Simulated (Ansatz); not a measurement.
Total energies of C$_{2}$H$_{3}$BF$_{2}$O$_{2}$, SMILES `CC(=O)OB(F)F`.

Cartesian coordinates in Å:
```
C 0.4723 0.9171 -1.2905
C -0.0753 -0.2514 -0.5435
O -0.7168 -1.1479 -0.9918
O 0.2958 -0.2053 0.7794
B -0.3930 -0.8096 1.7913
F -1.6708 -1.1014 1.7196
F 0.2500 -1.0336 2.9165
H 1.5562 0.9553 -1.1659
H 0.0677 1.8413 -0.8725
H 0.2139 0.8355 -2.3427
```

Charge 0, multiplicity 1. The structure was optimised at the PBE0-D4/def2-TZVP level. It is one conformer, not always the lowest. Basis def2-TZVPP, Ansatz 0.2.0.

RPA on PBE orbitals: Hartree–Fock energy of these orbitals -451.08563 Eh, correlation -2.08388 Eh (frozen core).

```csv
functional,energy without D4 (Eh),D4 term (kJ/mol)
PBE,-452.89860,-18.0
BLYP,-453.30795,-40.6
r2SCAN,-453.17222,-4.6
B97M-V,-453.28381,–
PBE0,-452.90740,-15.1
r2SCANh,-453.14738,-4.8
r2SCAN0,-453.11181,-5.3
HSE06 (plane-wave form),-452.88717,-13.9
LC-ωPBE,-453.11162,–
ωB97X-V,-453.23823,–
```

**Question.** Give the same for LDA (SPW92), revPBE, B3LYP, BHLYP, CAM-B3LYP, ωB97M-V, B2PLYP, PBE-QIDH. (An estimate is asked.)

**Answer.** Ansatz gave: 
```
 functional  energy without D4 (Eh)  D4 term (kJ/mol)
LDA (SPW92)              -450.06710                 –
     revPBE              -453.23106             -62.4
      B3LYP              -453.39092             -28.8
      BHLYP              -453.18549             -19.9
  CAM-B3LYP              -453.24226             -15.1
    ωB97M-V              -453.26082                 –
     B2PLYP              -453.09778                 –
   PBE-QIDH              -452.84950                 –
```

B3LYP takes the VWN-RPA correlation (the form of Gaussian; ORCA's B3LYP/G). HSE06 is the plane-wave form, built on full-range PBE exchange. The double hybrids freeze the cores in their second-order part.

LC-ωPBE has ω = 0.4 bohr⁻¹.
